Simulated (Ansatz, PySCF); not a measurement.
System: MgCl, charge 0, multiplicity 2. 
Geometry from a B3LYP-D3(BJ)/def2-TZVP (Ansatz, a program for electronic structure) optimisation:
SMILES: [Mg][Cl]
```xyz
2

Mg     0.0000     0.0000    -1.3021
Cl     0.0000     0.0000     0.9191
```
Charge 0, spin multiplicity 2.

Dipole moments at this geometry, in debye (magnitudes).

| level | program | dipole (D) |
|---|---|---|
| SVWN5/def2-TZVPD | PySCF | 3.47 |
| PBE/def2-TZVPD | Ansatz | ___ |
| BLYP/def2-TZVPD | Ansatz | 3.46 |
| revPBE/def2-TZVPD | Ansatz | 3.33 |
| TPSS/def2-TZVPD | PySCF | 3.27 |
| B3LYP/def2-TZVPD | Ansatz | 3.57 |
| PBE0/def2-TZVPD | Ansatz | 3.49 |
| TPSSh/def2-TZVPD | PySCF | 3.33 |
| r2SCANh/def2-TZVPD | Ansatz | 3.52 |
| M06-2X/def2-TZVPD | PySCF | 3.65 |
| MN15/def2-TZVPD | PySCF | 3.94 |
| HSE06/def2-TZVPD | Ansatz | 3.49 |
| CAM-B3LYP/def2-TZVPD | Ansatz | 3.62 |
| CCSD(T)/def2-SVPD | Ansatz | ___ |

Task: Some entries are withheld; supply them.

Result: 
- PBE/def2-TZVPD, dipole (D): 3.36
- CCSD(T)/def2-SVPD, dipole (D): 3.46
